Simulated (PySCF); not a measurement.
# Calculated NMR data

Method: shieldings: GIAO PBE0/pcSseg-1, geometry: GFN2-xTB, in PySCF 2.14.0 with density-fitted response routines (non-relativistic Hamiltonian, one conformer, in vacuum, equivalent nuclei averaged).

Shifts are taken against calculated references (same method and geometry level): TMS for 1H (σref 31.72) and 13C (σref 186.93). Splittings of carbon signals by F and P are missing where no couplings were computed. Where no couplings were computed, multiplicities follow the n + 1 count of equivalent neighbours, and m marks all less simple cases (inequivalent or close neighbours, rings, F or P nearby). Shifts are as computed. Against solution values, carbons near 30 ppm lie about +3 ppm off and those near 130 ppm about +5 ppm. Of 1211 compounds with measured shifts, 218 miss one by over three times the rms of a fit or turn the order of signals round; such compounds aren't used in these exercises.

**1.** `FC(F)Cc1ccno1`, C$_{5}$H$_{5}$F$_{2}$NO. 1H NMR (500 MHz, computed): δ 8.29 (m, 1H), 6.44 (m, 1H), 6.26 (m, 1H), 3.47 (m, 2H). 13C{1H} NMR (computed): δ 173.1 (C), 154.3 (CH), 121.2 (CH), 112.5 (CH), 37.8 (CH2).

**2.** SMILES Cc1cccc(P2CC2)c1, C$_{9}$H$_{11}$P. 1H NMR (500 MHz, computed): δ 7.66 (m, 1H), 7.61 (m, 1H), 7.39 (m, 1H), 7.30 (m, 1H), 2.45 (s, 3H), 1.07 (m, 4H). 13C{1H} NMR (computed): δ 152.8, 143.0, 139.1, 135.8, 133.6, 133.5, 24.0, 11.5.
